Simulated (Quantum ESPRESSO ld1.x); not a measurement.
Question: These are the eigenvalues of the occupied orbitals of an atom or ion with whole-number occupations (eV). All-electron calculation, Dirac Kohn-Sham, PBE, spin-unpolarised, spherical densities, point nucleus. Program: ld1.x of Quantum ESPRESSO 7.5.

1s1/2: -46664.4
2s1/2: -7647.64
2p1/2: -7249.82
2p3/2: -6647.00
3s1/2: -1700.39
3p1/2: -1529.34
3p3/2: -1407.30
3d3/2: -1110.89
3d5/2: -1084.39
4s1/2: -362.939
4p1/2: -297.322
4p3/2: -270.426
4d3/2: -162.438
4d5/2: -157.613
5s1/2: -70.9345
5p1/2: -52.6767
5p3/2: -48.7578
4f5/2: -32.5643

Which element is it, and in what charge state? The configuration may be excited. Open shells, if any, fill j = l - 1/2 first.

Answer: Z = 62, samarium, charge +3: Sm3+ in [Xe] 4f5. The list shows which subshells hold electrons but not how many an open one holds; the 1s level, -1714.9 hartree, gives Z - s = 58.6 by -(Z - s)^2/2, which with screening and relativity narrows Z to a few neighbours, and the depths of the outer levels then fix element, charge and occupations together.
